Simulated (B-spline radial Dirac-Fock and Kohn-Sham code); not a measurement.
Compton profile of Tb⁵³⁺

System: the Tb⁵³⁺ ion, 1s2 2s2 2p6 3s2.

Calculated with a radial atomic solver, using the impulse approximation on Dirac-Fock densities. pz is in atomic units of momentum; subshell profiles are per electron, for a selection of subshells; open shells are spread over both j values by their weights.

| pz | J total | J 1s1/2 | J 2s1/2 | J 3s1/2 |
| --- | --- | --- | --- | --- |
| 0 | 0.3988 | 0.0120 | 0.0414 | 0.0813 |
| 0.42 | 0.3977 | 0.0120 | 0.0414 | 0.0808 |
| 0.61 | 0.3965 | 0.0120 | 0.0413 | 0.0803 |
| 0.87 | 0.3943 | 0.0120 | 0.0412 | 0.0792 |
| 1.3 | 0.3889 | 0.0119 | 0.0410 | 0.0768 |
| 1.8 | 0.3802 | 0.0119 | 0.0405 | 0.0729 |
| 2.6 | 0.3620 | 0.0119 | 0.0395 | 0.0649 |
| 3.7 | 0.3316 | 0.0119 | 0.0377 | 0.0517 |
| 5.3 | 0.2855 | 0.0117 | 0.0341 | 0.0327 |
| 7.6 | 0.2336 | 0.0115 | 0.0278 | 0.0147 |
| 11 | 0.1907 | 0.0111 | 0.0183 | 0.00784 |
| 16 | 0.1421 | 0.0102 | 0.00787 | 0.00674 |
| 22 | 0.08771 | 0.00891 | 0.00245 | 0.00257 |
| 32 | 0.03937 | 0.00666 | 0.00108 | 0.000337 |
| 46 | 0.01608 | 0.00404 | 0.000938 | 0.000259 |
| 66 | 0.005738 | 0.00184 | 0.000445 | 0.000130 |
| 95 | 0.001673 | 0.000615 | 0.000129 | 3.68e-05 |

J(0) = 0.3988. The 3s1/2 subshell gives the largest part, 41 %.

Mean momentum ⟨p⟩ by subshell (a.u.): 1s1/2 64.1, 2s1/2 23.4, 2p1/2 30.8, 2p3/2 28.2, 3s1/2 13.3.
